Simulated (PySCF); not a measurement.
Excitation energy of Zr by level of theory

Zr [Kr] 4d2 5s2 (3F) → Zr [Kr] 4d4 (5D), as a difference of total energies. Computed with PySCF 2.14 in x2c-TZVPPall with one added diffuse shell each of s, p, d, f type (9s7p7d3f1g, 95 functions), with scalar relativity by spin-free X2C-1e. Correlated levels: valence and next inner shell: [Ar] 3d10 frozen. The calculations carry no spin-orbit coupling.

| method | excitation energy (eV) |
| --- | --- |
| UHF | 2.475 |
| MP2 (valence and next inner shell) | 2.538 |
| SCS-MP2 (valence and next inner shell) | 3.144 |
| CCSD (valence and next inner shell) | 2.720 |
| CCSD(T) (valence and next inner shell) | 2.774 |

Q: How much does correlation contribute at CCSD(T) (valence and next inner shell)?

A: 2.774 − (2.475) = 0.299 eV, measured against UHF.

A first-order spin-orbit estimate (lowest level to lowest level, LS coupling) adds 0.044 eV.
